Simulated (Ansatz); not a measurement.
Born–Oppenheimer molecular dynamics of CH4OZn (7 atoms, charge 0, multiplicity 1). It starts from a relaxed structure.

Method: RKS B3LYP-D4/def2-SVP in Ansatz 0.2.0.

| Property | Result |
| --- | --- |
| ensemble | NVT, Langevin thermostat |
| time step | 0.5 fs |
| steps asked | 250 |
| set temperature | 400 K |
| friction | 0.01 /fs |
| seed | 814177 |

Frames 2.5 fs apart, positions in Å.

Velocities at 30.0 fs (Å/ps):

```
Zn -0.89 -1.88 2.75
C -2.05 5.31 -2.16
H 1.17 -1.36 -26.59
H -3.22 7.55 -24.75
H 3.85 -20.19 0.49
O -2.23 -3.22 -0.78
H 10.10 14.11 -12.72
```

```xyz
7
Properties=species:S:1:pos:R:3 time_fs=30.0 energy_less_start_eV=0.224 T=216
Zn -0.052 -0.173 0.050
C 0.117 0.177 1.972
H -0.756 -0.306 2.417
H 1.006 -0.250 2.282
H 0.104 1.265 2.167
O 0.009 -0.054 -1.739
H 0.633 -0.463 -2.333
7
Properties=species:S:1:pos:R:3 time_fs=32.5 energy_less_start_eV=0.240 T=190
Zn -0.055 -0.178 0.056
C 0.107 0.191 1.967
H -0.759 -0.307 2.373
H 1.062 -0.254 2.256
H 0.121 1.223 2.175
O 0.001 -0.061 -1.740
H 0.659 -0.445 -2.350
7
Properties=species:S:1:pos:R:3 time_fs=35.0 energy_less_start_eV=0.269 T=197
Zn -0.058 -0.184 0.062
C 0.097 0.198 1.956
H -0.776 -0.314 2.382
H 1.125 -0.271 2.253
H 0.141 1.263 2.188
O -0.008 -0.070 -1.742
H 0.674 -0.438 -2.331
7
Properties=species:S:1:pos:R:3 time_fs=37.5 energy_less_start_eV=0.230 T=203
Zn -0.060 -0.190 0.068
C 0.095 0.197 1.947
H -0.779 -0.303 2.427
H 1.089 -0.270 2.248
H 0.154 1.316 2.190
O -0.020 -0.081 -1.740
H 0.676 -0.429 -2.278
7
Properties=species:S:1:pos:R:3 time_fs=40.0 energy_less_start_eV=0.154 T=274
Zn -0.060 -0.195 0.073
C 0.097 0.201 1.943
H -0.752 -0.265 2.480
H 0.996 -0.264 2.258
H 0.138 1.293 2.180
O -0.034 -0.089 -1.738
H 0.713 -0.430 -2.239
7
Properties=species:S:1:pos:R:3 time_fs=42.5 energy_less_start_eV=0.181 T=223
Zn -0.060 -0.198 0.077
C 0.093 0.205 1.943
H -0.715 -0.222 2.531
H 0.970 -0.302 2.307
H 0.118 1.233 2.148
O -0.046 -0.094 -1.736
H 0.756 -0.444 -2.186
7
Properties=species:S:1:pos:R:3 time_fs=45.0 energy_less_start_eV=0.157 T=248
Zn -0.059 -0.198 0.080
C 0.087 0.199 1.938
H -0.708 -0.175 2.588
H 0.992 -0.340 2.374
H 0.112 1.263 2.123
O -0.053 -0.101 -1.731
H 0.765 -0.460 -2.113
7
Properties=species:S:1:pos:R:3 time_fs=47.5 energy_less_start_eV=0.225 T=149
Zn -0.058 -0.200 0.083
C 0.085 0.188 1.934
H -0.728 -0.134 2.640
H 0.991 -0.327 2.411
H 0.144 1.333 2.103
O -0.058 -0.109 -1.730
H 0.759 -0.471 -2.051
7
Properties=species:S:1:pos:R:3 time_fs=50.0 energy_less_start_eV=0.192 T=188
Zn -0.056 -0.201 0.084
C 0.088 0.181 1.940
H -0.750 -0.085 2.653
H 0.949 -0.282 2.404
H 0.189 1.329 2.057
O -0.064 -0.117 -1.728
H 0.791 -0.497 -2.028
7
Properties=species:S:1:pos:R:3 time_fs=52.5 energy_less_start_eV=0.163 T=203
Zn -0.055 -0.200 0.084
C 0.086 0.181 1.953
H -0.750 -0.027 2.624
H 0.943 -0.261 2.395
H 0.235 1.243 2.002
O -0.068 -0.123 -1.724
H 0.792 -0.508 -2.014
7
Properties=species:S:1:pos:R:3 time_fs=55.0 energy_less_start_eV=0.171 T=214
Zn -0.054 -0.200 0.083
C 0.081 0.175 1.971
H -0.775 0.007 2.590
H 1.007 -0.276 2.402
H 0.288 1.215 1.955
O -0.068 -0.131 -1.718
H 0.768 -0.502 -2.000
7
Properties=species:S:1:pos:R:3 time_fs=57.5 energy_less_start_eV=0.206 T=206
Zn -0.054 -0.198 0.083
C 0.081 0.164 1.989
H -0.837 0.014 2.584
H 1.051 -0.300 2.401
H 0.350 1.273 1.933
O -0.068 -0.140 -1.710
H 0.770 -0.507 -2.018
```

Of the whole run (125 fs, mean temperature of the second half 302 K): The mean temperature of the second half is 25 % below the set value. A run of 0.12 ps of so small a system gives no equilibrium averages.

The run took 6 min on 2 threads of Arm Neoverse V2 (shared host), peak memory 0.15 GiB.
